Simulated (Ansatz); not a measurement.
`[Cl][SnH]([Br])[Br]` + H₂O → `[OH][SnH]([Cl])[Br]` + HBr at 400 K and 1 bar (formal hydrolysis of the Sn–Br bond).

Calculated with Ansatz (gas phase, PBE0-D4/def2-TZVP geometries, no zero-point term in ΔE). CCSD(T)/CBS adds triple-zeta CCSD(T) − MP2 to the extrapolated MP2 energy (def2 sets, frozen cores). This one scheme is used for every species. def2 core potentials past Kr. For Br, Sn outer-core shells are correlated without core-valence functions, which leaves a few kJ/mol of doubt a bond. Scalar relativity is left out up to krypton. One conformer a species, not always the lowest.

```csv
species,CCSD(T)/CBS energy (Eh),H − E (kJ/mol),S (J/(mol·K))
`[Cl][SnH]([Br])[Br]`,-5821.18000,55.0,404.5
H₂O,-76.37941,69.8,198.6
`[OH][SnH]([Cl])[Br]`,-3323.61080,88.7,396.1
HBr,-2573.91920,27.6,207.2
```

H − E and S are ideal-gas, rigid-rotor, harmonic terms from PBE0-D4/def2-TZVP, for one conformer and one mirror image of each species. 1 Eh = 2625.50 kJ/mol, R = 8.31446 J/(mol·K).

**Question.** By hand: ΔE, ΔH, ΔS and ΔG.

**Answer.** ΔE = (-3323.61080) + (-2573.91920) − (-5821.18000) − (-76.37941) = 0.02941 Eh = 77.2 kJ/mol. Δ(H − E) = 88.7 + 27.6 − 55.0 − 69.8 = -8.5, so ΔH = 68.7 kJ/mol. ΔS = 396.1 + 207.2 − 404.5 − 198.6 = 0.2 J/(mol·K). ΔG = 68.7 − 400 × (0.2)/1000 = 68.6 kJ/mol.

**Question.** By hand: the equilibrium constant, and the temperature at which ΔG would vanish if ΔH and ΔS stayed fixed.

**Answer.** log₁₀ K = −ΔG/(RT ln 10) = -9.0. ΔG = 0 at ΔH/ΔS = 343500 K, far beyond where these terms or the molecules hold.

The number of gas molecules stays the same, so ΔS is small and ΔH decides. A doubt of 5 kJ/mol in ΔE shifts log₁₀ K by 0.7 here. Other conformers and mirror images would add mixing entropy, several J/(mol·K) or more a flexible species. These are equilibria of isolated gas molecules and say nothing of rates. Largest T1 diagnostic: 0.011 (customary marks: 0.02 for closed shells, 0.045 for open ones).
